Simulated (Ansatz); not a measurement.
Program: Ansatz. Geometries: PBE0-D4/def2-TZVP. ΔE: electronic, gas phase. CBS: MP2 limit from def2 TZ/QZ plus the TZ coupled-cluster correction, frozen cores. DFT in def2-TZVPP. Elements past krypton have def2 core potentials. For Br, Ge, In outer-core shells are correlated without core-valence functions, which leaves a few kJ/mol of doubt a bond. Scalar relativity is left out up to krypton. One conformer a species, not always the lowest.

`[OH][In]([SH])[Br]` + `[SH][Ge]([SH])([SH])[Cl]` → `[OH][In]([Cl])[Br]` + `[SH][Ge]([SH])([SH])[SH]`  (redistribution)

`[OH][In]([SH])[Br]`:

Cartesian coordinates in Å:
```
O -0.464 -1.345 0.864
In 0.369 0.070 -0.226
S -0.767 2.103 -0.565
Br 2.584 -0.394 -1.180
H 0.092 -2.127 0.931
H -1.813 1.693 0.175
```

`[SH][Ge]([SH])([SH])[Cl]`:

```xyz
8

S    -0.222   -2.160   -0.408
Ge   -0.192   -0.065    0.274
S     1.631    0.075    1.504
S    -0.269    1.446   -1.336
Cl   -1.971    0.380    1.399
H    -1.463   -2.044   -0.913
H     1.656    1.416    1.416
H     0.830    0.953   -1.935
```

`[OH][In]([Cl])[Br]`:

Cartesian coordinates in Å:
```
O -0.440 -0.650 1.371
In -0.027 0.311 -0.289
Cl 1.534 -0.606 -1.724
Br -1.138 2.406 -0.806
H 0.071 -1.461 1.448
```

`[SH][Ge]([SH])([SH])[SH]`:

```xyz
9

S    -1.869    0.627   -1.008
Ge    0.000    0.000    0.000
S     0.530   -1.991   -0.810
S    -0.399    0.040    2.177
S     1.738    1.324   -0.359
H    -1.977    1.754   -0.281
H    -0.681   -2.511   -0.545
H     0.868   -0.276    2.497
H     1.790    1.033   -1.671
```

**Question.** Is it downhill or uphill in electronic energy at CCSD(T)/CBS, and by how much? (Estimate.)

**Answer.** Computed: Uphill: ΔE = +3.9 kJ/mol.

**Question.** What do these levels give: PBE0-D4, ωB97M-V, PBE0, CCSD/def2-TZVPP, MP2/def2-QZVPP, CCSD/CBS(def2)? (Best estimate.)

**Answer.** Computed: PBE0-D4 5.3, ωB97M-V 6.1, PBE0 6.5, CCSD/def2-TZVPP 4.9, MP2/def2-QZVPP 5.3, CCSD/CBS(def2) 3.5 kJ/mol.

Largest T1 diagnostic among the species: 0.013.

In def2-TZVPP, CCSD(T) changes the Hartree–Fock value by +3.9 kJ/mol (the triples alone add +0.3 kJ/mol) and MP2 by +5.0 kJ/mol.
